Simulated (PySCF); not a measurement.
# Spinor energies of Te⁴⁴⁺ (tellurium, charge +44)

Start: [He] 2s2 2p4; 2p1/2 filled at m_j = -1/2, +1/2; 2p3/2 filled at m_j = +1/2, +3/2. Calculated with PySCF 2.14 in an even-tempered Gaussian basis (17 s from 23 bohr⁻², ratio 2.4; 12 p from 30 bohr⁻², ratio 2.4; 5 d from 110 bohr⁻², ratio 2.6; 4 f from 160 bohr⁻², ratio 2.6): generalised Hartree-Fock with the X2C-1e Hamiltonian and a Gaussian nucleus; one run each with spin-orbit coupling (SO) switched off, then screened by Boettger's factors.

| spinor shell | electrons | ε, spin-free (eV) | ε, screened SO (eV) | weight of nominal j (screened SO) | rms radius, screened SO (bohr) |
| --- | --- | --- | --- | --- | --- |
| 1s1/2 | 2 | -35389.4 | -35378.4 | 1.000 | 0.0317 |
| 2s1/2 | 2 | -8006.2 | -8003.0 | 1.000 | 0.125 |
| 2p1/2 | 2 | -7587.3 | -7778.6 | 0.998 | 0.107 |
| 2p3/2 | 2 | -7587.3 | -7493.9 | 0.999 | 0.112 |

```csv
quantity,spin-free,screened SO
E (hartree),-4597.36655,-4605.29437
M_J,2,2
⟨J²⟩,6.000,6.000
⟨L²⟩,2.000,3.175
⟨S²⟩,2.000,1.418
```

Each row is a mean over spinors that exchange with the open shell spreads, by up to 60.144 eV (2s1/2).

Breit and QED terms are absent; they matter most for the inner s and p1/2 levels.

Densities and radii are taken from the X2C orbitals without a picture-change correction, which distorts them close to the nucleus.

Without spin-orbit coupling the j labels of p, d and f shells carry no meaning; the spin-free column gives the mean over the occupied spinors of each nl shell.
